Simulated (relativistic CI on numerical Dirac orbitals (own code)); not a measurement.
# Hyperfine structure of Tl¹⁸⁺, mass number 203

Method of calculation: Dirac-Coulomb-Breit CI, orbitals from a KLI potential per configuration, model QED, unscaled Slater integrals (own radial code, finite nucleus).

Configurations in the expansion (outside the closed core [Kr] 4d10): 4f14 5s2 5p, 4f14 5s 5p2, 4f14 5s2 5d, 4f13 5s2 5p2, 4f14 5s 5p 5d, 4f14 5s2 5f, 4f14 5s 5p 5f, 4f14 5s2 5g, 4f14 5s2 6s, 4f14 5p2 5d, 4f13 5s2 5p 5d, 4f14 5p3, 4f13 5p4, 4f14 5p 5d2, 4f14 5d3, 4f13 5p2 5d2, 4f14 5d2 5f. Double excitations out of closed p, d and f shells are left out; levels of such configurations are missing from the list, as are those of other unlisted configurations, and high levels can miss mixing partners. Some configurations lack a partner that the ground configuration has and come out too high, among them 4f13 5s2 5p 5d, 4f14 5s2 5g, 4f14 5s2 6s.

Nuclear spin I = 1/2, μ = 1.616 μN (tables of Stone and Pyykkö). The electronic factors are computed for point nuclear moments, without core polarisation or the Bohr-Weisskopf and QED corrections.

| Level | E (cm⁻¹) | A (GHz) |
| --- | --- | --- |
| 4f14 5s2 5p 2P°_1/2 | 0 | 509.5 |
| 4f14 5s2 5p 2P°_3/2 | 220970 | 50.13 |
| 4f14 5s 5p2 4P_1/2 | 355159 | 1567 |
| 4f14 5s 5p2 4P_3/2 | 526409 | 389.3 |
| 4f14 5s 5p2 2D_5/2 | 559581 | 460.5 |
| 4f14 5s 5p2 2D_3/2 | 606288 | -24.94 |
| 4f14 5s 5p2 2P_1/2 | 623794 | -469.3 |
| 4f13 5s2 5p2 4F°_9/2 | 698705 | -23.52 |

Levels with J = 0, under 50 % of one LS term, or S terms without an open s electron are left out. Small factors come from cancelling terms and can be off by tens of per cent or more.

At this charge transitions that keep the count of f electrons are usually good to a few per cent. Levels that differ in their count of f electrons can be misplaced by several ten thousand cm⁻¹, since the correlation energy of f electrons is missing or only estimated; rates across such gaps can be off by orders of magnitude.

(1) Give the hyperfine levels of 4f14 5s2 5p 2P°_1/2 relative to its centre of gravity.

Results:

(1) With K = F(F + 1) − I(I + 1) − J(J + 1), E = AK/2: F = 0: -382.2, F = 1: 127.4 GHz.

LS names give the leading component of a level, which can be under half, so a name can repeat, a term be missing and a line seem to break the LS rules.
